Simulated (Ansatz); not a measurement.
`FC[SiH2]CS` → `[CH]F` + `[SiH3]CS`  (formal loss of a carbene)

Program: Ansatz. Geometries: PBE0-D4/def2-TZVP. ΔE: electronic, gas phase. CBS: MP2 limit from def2 TZ/QZ plus the TZ coupled-cluster correction, frozen cores. This one scheme is used for every species. Each species was taken in one conformer, which may not be the lowest.

```tsv
species	HF/def2-TZVPP energy (Eh)
`FC[SiH2]CS`	-865.80174
`[CH]F`	-137.81856
`[SiH3]CS`	-727.85714
```

**Question.** Work out ΔE.

**Answer.** ΔE = (-137.81856) + (-727.85714) − (-865.80174) = 0.12604 Eh = +3.43 eV. CCSD(T)/CBS gives +3.96 eV.

Largest T1 diagnostic among the species: 0.018.

The D4 term adds +0.13 eV with B3LYP and +0.07 eV with PBE0; it sums over pairs of atoms, weighted by their polarisabilities, and B3LYP, whose exchange is more repulsive, gets the larger term. From PBE to PBE0 (25 % exact exchange), in def2-TZVPP and without D4, ΔE moves by +0.08 eV. In def2-TZVPP, CCSD(T) changes the Hartree–Fock value by +0.45 eV (the triples alone add +0.03 eV) and MP2 by +0.73 eV.

B3LYP here is the variant with VWN-RPA as its local correlation; programs differ in this.
